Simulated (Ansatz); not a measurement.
Si(H)(Br)(Me)(OH) (CH5BrOSi), SMILES C[SiH](O)Br.

Geometry: PBE-D3(BJ)/def2-SVP. This is a generated structure with no PubChem entry under its InChIKey; it may be hypothetical. The values are those of a single conformer.

Two levels are set side by side: PBE/def2-SVPD (Ansatz, an electronic-structure program) and CAM-B3LYP/def2-SVPD (Ansatz). Energy differences of separate SCF runs at the same geometry; the states with an electron removed or added have multiplicity 2 and 2. Differences are taken from unrounded values.

```tsv
quantity	CAM-B3LYP
vertical ionisation energy (eV)	10.64
vertical singlet–triplet gap (eV)	6.95
```

Question: What does PBE give, and how far is it from CAM-B3LYP? (The exact figures need the calculation; the answer reports its results.)

Answer: 
```tsv
quantity	PBE	PBE minus CAM-B3LYP
vertical ionisation energy (eV)	10.00	-0.64
vertical singlet–triplet gap (eV)	6.29	-0.66
```
